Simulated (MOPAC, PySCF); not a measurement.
H11BrSi5, SMILES `[SiH3][Si]([SiH3])([SiH3])[SiH2]Br` (Si–Si–Si–Br torsion 59°), neutral singlet in the gas phase. 

Z-matrix (Å, degrees):
```
Si
Si 1 2.3358
H 2 1.4926 1 112.50
H 2 1.4926 3 109.14 1 125.60
Br 2 2.2412 3 107.75 4 116.73
Si 1 2.3429 2 107.48 3 -177.40
H 6 1.4935 1 109.80 2 63.02
H 6 1.4953 7 109.42 1 120.48
H 6 1.4955 7 109.24 8 119.20
Si 1 2.3429 2 107.48 3 -58.84
H 10 1.4935 1 109.80 2 -63.02
H 10 1.4953 11 109.42 1 -120.48
H 10 1.4955 11 109.24 12 -119.20
Si 1 2.3435 2 109.80 3 61.88
H 14 1.4950 1 109.82 2 180.00
H 14 1.4953 15 108.98 1 -120.64
H 14 1.4953 15 108.98 16 -118.72
```
Charge 0, multiplicity 1.

All levels are single points at this geometry (PBE0-D3(BJ)/def2-SVP); Pople sets use spherical d functions. Orbital energies aren't observables, and empty levels follow the basis.

PBE0-D3(BJ)/def2-TZVP in PySCF gives gap (eV) = 6.69.

Q: Estimate the gap (eV) from each of these levels: B3LYP/3-21G in PySCF; B3LYP/LANL2DZ in PySCF; PBE/6-31G* in PySCF; HF/3-21G in PySCF; AM1 in MOPAC.

A: 
| level | gap (eV) |
|---|---|
| B3LYP/3-21G in PySCF | 6.54 |
| B3LYP/LANL2DZ in PySCF | 6.66 |
| PBE/6-31G* in PySCF | 4.87 |
| HF/3-21G in PySCF | 12.48 |
| AM1 in MOPAC | 8.65 |
